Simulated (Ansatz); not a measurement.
`NC=O` and `O=C[NH][SnH2][OH]` differ in one atom or group.

Ansatz, PBE0-D4/def2-TZVP geometries, multiplicity 1. Each molecule was computed in one conformer, which needn't be the lowest.

Elements past krypton have def2 core potentials.

| property | `NC=O` |
| --- | --- |
| size of the dipole moment (PBE/def2-TZVPP) / D | 3.82 |
| HOMO–LUMO gap (ωB97M-V/def2-TZVPP) / eV | 12.39 |
| HOMO–LUMO gap (B3LYP/def2-TZVPP) / eV | 7.65 |
| size of the dipole moment (ωB97M-V/def2-TZVPP) / D | 3.96 |
| LUMO energy (ωB97M-V/def2-TZVPP) / eV | 2.36 |
| LUMO energy (B3LYP/def2-TZVPP) / eV | 0.29 |

Give the same properties after the change, and the shifts. (An estimate is asked.)

The calculation gave: 
| property | `O=C[NH][SnH2][OH]` | shift |
| --- | --- | --- |
| size of the dipole moment (PBE/def2-TZVPP) / D | 3.29 | -0.53 |
| HOMO–LUMO gap (ωB97M-V/def2-TZVPP) / eV | 11.44 | -0.95 |
| HOMO–LUMO gap (B3LYP/def2-TZVPP) / eV | 6.97 | -0.68 |
| size of the dipole moment (ωB97M-V/def2-TZVPP) / D | 3.56 | -0.40 |
| LUMO energy (ωB97M-V/def2-TZVPP) / eV | 1.15 | -1.21 |
| LUMO energy (B3LYP/def2-TZVPP) / eV | -0.70 | -0.99 |

With PBE0 the HOMO falls by 0.32 eV and the LUMO falls by 1.01 eV, so the gap narrows by about 0.69 eV. PBE moves the HOMO by -0.39 eV and ωB97M-V by -0.25 eV. Dipoles are sizes alone; their direction can turn.

B3LYP here is the variant with VWN-RPA as its local correlation; programs differ in this.
